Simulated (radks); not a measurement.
Results of a calculation; reference values are marked as such.
The mean radii <r> (bohr) of the occupied orbitals of an atom or ion are listed with their occupations. Code: a radial shooting solver on a logarithmic mesh with Libxc functionals. Model: scalar-relativistic Kohn-Sham, BLYP, spin-polarised, spherical densities, finite nucleus; Fermi nuclear charge, rms radius of each element as measured or else 0.836 A^(1/3) + 0.57 fm.

| orbital | occ. | <r> |
|---|---|---|
| 1s up | 1 | 0.03185 |
| 1s down | 1 | 0.03185 |
| 2s up | 1 | 0.1383 |
| 2s down | 1 | 0.1383 |
| 2p up | 3 | 0.1206 |
| 2p down | 3 | 0.1206 |
| 3s up | 1 | 0.3794 |
| 3s down | 1 | 0.3794 |
| 3p up | 3 | 0.3788 |
| 3p down | 3 | 0.3787 |
| 3d up | 5 | 0.3577 |
| 3d down | 5 | 0.3575 |
| 4s up | 1 | 0.9404 |
| 4s down | 1 | 0.9416 |
| 4p up | 3 | 1.033 |
| 4p down | 2 | 1.035 |
| 4d up | 5 | 1.462 |
| 4d down | 5 | 1.478 |
| 5s up | 1 | 3.174 |

Name the element and its charge. Open shells, if any, are filled with parallel spins first.

Answer. Z = 46, palladium, charge 0: Pd in [Ar] 3d10 4s2 4p5 4d10 5s1. The 1s radius gives Z: for a bare nucleus <r> = (2 gamma + 1)/(2Z) with gamma = sqrt(1 - (Z/c)^2), 0.03135 bohr for Z = 46, and screening makes it slightly larger (0.03185 here). The occupations add up to 46, and the charge is Z minus that.
